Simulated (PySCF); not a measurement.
# Computed records: B₂H₆NSi, B₂H₄NSi, CH₅BNSi, B₂H₅N₂

All values are calculated (PySCF 2.14.0). Calculation on a computer-drawn molecule: optimised geometry and harmonic frequencies of an isolated molecule of the commonest isotopes, restricted reference for singlets and unrestricted otherwise, frozen core in MP2.

Common to all runs: charge 0; multiplicity 2; method HF.

(1) B₂H₆NSi

Start structure:
```xyz
10
B2H6NSi
B     -0.7611     1.2031     1.2200
N     -0.9605     0.2733     0.3179
B     -1.0042    -0.4368     1.7157
Si    -1.0758    -0.3554    -1.2398
H     -0.5191     2.3390     1.4918
H     -2.1247    -0.7689     2.1677
H     -0.0893    -1.0842     2.0604
H      0.0598    -1.3458    -1.4701
H     -0.8408     0.8381    -2.1637
H     -2.3465    -0.9096    -1.4583
```

- basis: cc-pV(D+d)Z
- rotational constants: 9.81, 5.016, 3.451 GHz
- total energy: -396.2610 hartree
- spin squared: 0.7539
- convergence status largest gradient component: 2.908e-05 hartree/bohr

Drawn bonds:
```tsv
atom	other atom	order
1	2	1
2	3	1
2	4	1
1	5	1
3	6	1
3	7	1
4	8	1
4	9	1
4	10	1
```

Optimised structure:
```xyz
10
B2H6NSi
B     -0.8881     1.5808     1.1454
N     -0.9716     0.2325     0.7083
B     -1.1142    -0.8175     1.6779
Si    -0.9066    -0.2192    -1.0096
H     -0.7683     2.5285     0.4190
H     -1.1625    -0.5621     2.8456
H     -1.1842    -1.9569     1.2986
H      0.2428    -1.1177    -1.2433
H     -0.7590     1.0071    -1.8151
H     -2.1504    -0.9227    -1.3851
```

Modes:
```tsv
frequency (cm⁻¹)	reduced mass (dalton)
67.05	1.099
277.4	2.6
281.7	2.76
356.8	1.072
366.9	3.092
548.5	1.276
688.1	4.919
746.7	1.156
773.2	1.234
975.2	1.556
1011	1.361
1030	1.05
1038	1.054
1054	1.118
1115	1.376
1230	2.1
1364	2.453
1397	2.503
2326	1.052
2333	1.033
2349	1.036
2665	1.058
2700	1.094
2756	1.124
```

(2) B₂H₄NSi

Start structure:
```xyz
8
B2H4NSi
B     -0.2098     2.8442     1.5236
N     -0.2503     2.1074     0.5751
Si    -0.3897     0.8457    -0.7252
B     -0.2309    -0.9762    -0.3966
H     -0.1344     3.5649     2.4061
H     -0.5492     1.7294    -1.9352
H     -0.3205    -1.7631    -1.3666
H     -0.0280    -1.4092     0.6184
```

- basis: cc-pV(D+d)Z
- rotational constants: 23.5, 3.293, 2.888 GHz
- total energy: -395.0697 hartree
- spin squared: 0.7624
- convergence status largest gradient component: 3.384e-05 hartree/bohr

Drawn bonds:
```tsv
atom	other atom	order
1	2	1
2	3	2
3	4	1
1	5	1
3	6	1
4	7	1
4	8	1
```

Optimised structure:
```xyz
8
B2H4NSi
B     -0.1965     2.8725     1.5316
N     -0.2701     2.0600     0.5911
Si    -0.3618     0.9174    -0.6553
B     -0.2237    -0.9873    -0.4436
H     -0.1280     3.6409     2.4130
H     -0.5671     1.5957    -1.9482
H     -0.3086    -1.6736    -1.4242
H     -0.0569    -1.4825     0.6352
```

Modes:
```tsv
frequency (cm⁻¹)	reduced mass (dalton)
125.2	2.962
183.2	2.144
256.6	1.946
273.3	3.148
447	1.031
634.7	2.186
708.4	2.295
817.3	1.353
825.5	3.919
826.8	1.347
852.3	1.247
933.1	1.238
1236	1.186
1962	5.319
2346	1.042
2671	1.051
2760	1.128
2993	1.191
```

(3) CH₅BNSi

Start structure:
```xyz
9
CH5BNSi
B     -0.2968    -2.3302    -2.1313
N     -0.0408    -1.2128    -1.6582
Si     0.3990     0.2070    -1.0360
C      0.4652     1.6295    -2.4006
H     -0.5757    -3.3843    -2.6346
H     -0.4688     0.5674     0.0660
H     -0.5008     1.7515    -2.8775
H      0.8821     2.5822    -1.9783
H      1.1164     1.3520    -3.1850
```

- basis: cc-pV(D+d)Z
- rotational constants: 17.06, 3.46, 2.972 GHz
- total energy: -408.8669 hartree
- spin squared: 0.7558
- convergence status largest gradient component: 3.925e-05 hartree/bohr

Drawn bonds:
```tsv
atom	other atom	order
1	2	1
2	3	2
3	4	1
1	5	1
3	6	1
4	7	1
4	8	1
4	9	1
```

Optimised structure:
```xyz
9
CH5BNSi
B     -0.3244    -2.3590    -2.1723
N     -0.0485    -1.2320    -1.7268
Si     0.4564     0.2644    -1.0628
C      0.4838     1.6082    -2.3790
H     -0.5905    -3.4191    -2.5958
H     -0.4561     0.6470     0.0457
H     -0.5108     1.7302    -2.8195
H      0.7867     2.5648    -1.9447
H      1.1833     1.3578    -3.1802
```

Modes:
```tsv
frequency (cm⁻¹)	reduced mass (dalton)
131.9	2.994
155.1	1.188
207.2	2.636
294.2	3.862
595.6	1.076
673.7	4.049
756.4	4.009
807.8	1.317
814.2	1.357
828.6	1.364
875.9	1.408
954.1	1.248
1382	1.248
1548	1.051
1551	1.051
1970	5.212
2266	1.042
2986	1.195
3163	1.035
3244	1.101
3257	1.102
```

(4) B₂H₅N₂

Start structure:
```xyz
9
B2H5N2
B     -0.9925     0.2805    -2.6543
N     -0.5379    -0.8285    -2.2971
B      0.0016    -1.3800    -1.0517
N     -0.0793    -0.5757     0.1608
H     -1.1997     1.1905    -1.9013
H     -0.3767    -1.5846    -3.0475
H      0.3827    -2.4552    -0.9380
H     -0.4542     0.4186     0.0415
H      0.1845    -0.7957     0.9766
```

- basis: cc-pVDZ
- rotational constants: 19.54, 5.923, 4.545 GHz
- total energy: -161.2462 hartree
- spin squared: 0.755
- convergence status largest gradient component: 1.639e-05 hartree/bohr

Drawn bonds:
```tsv
atom	other atom	order
1	2	1
2	3	1
3	4	1
1	5	1
2	6	1
3	7	1
4	8	1
4	9	1
```

Optimised structure:
```xyz
9
B2H5N2
B     -1.0322     0.3225    -2.7051
N     -0.4878    -0.9032    -2.3239
B     -0.0358    -1.3460    -1.0135
N     -0.0916    -0.5400     0.1240
H     -1.2221     1.2526    -1.9695
H     -0.3886    -1.5864    -3.0493
H      0.4046    -2.4601    -0.9164
H     -0.4419     0.3945     0.1304
H      0.2239    -0.8642     1.0122
```

Modes:
```tsv
frequency (cm⁻¹)	reduced mass (dalton)
175.7	1.725
276	3.113
452.6	1.365
479.7	1.29
538.6	2.284
643.8	1.335
863.1	1.099
906.3	2.076
999.9	1.43
1008	1.382
1072	1.467
1217	1.656
1309	1.825
1467	3.2
1553	2.062
1748	1.256
2689	1.097
2696	1.097
3815	1.075
3830	1.051
3938	1.098
```
